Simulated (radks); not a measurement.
Results of a calculation; reference values are marked as such.
Polarisability of the copper ion Cu2+, [Ar] 3d9, at imaginary frequency. Level of theory: scalar-relativistic Kohn-Sham, LDA (Slater exchange, VWN5 correlation), spin-polarised, spherical densities, finite nucleus; open shells are filled with parallel spins first; Fermi nuclear charge, rms radius 3.8823 fm (a radial shooting solver on a logarithmic mesh with Libxc functionals). Response by self-consistent Sternheimer equations with the Hartree and adiabatic LDA kernel, the relativistic mass of each level held fixed and spin-orbit coupling left out.

w (hartree),alpha1(iw) (bohr^3)
0.00266,3.248
0.0143,3.247
0.0360,3.241
0.0697,3.222
0.118,3.175
0.186,3.077
0.280,2.899
0.413,2.619
0.605,2.244
0.892,1.810
1.35,1.358
2.12,0.9161
3.59,0.5191
6.94,0.2168
17.5,0.05006

Static values: alpha1 = 3.248 bohr^3 (0.4813 angstrom^3; uncoupled 4.124). C6 = 8.985, triple-dipole C9 = 19.17 atomic units. One-pole (London) frequency 4 C6 / (3 alpha1^2) = 1.136 hartree, against 1.083 for minus the highest occupied eigenvalue.
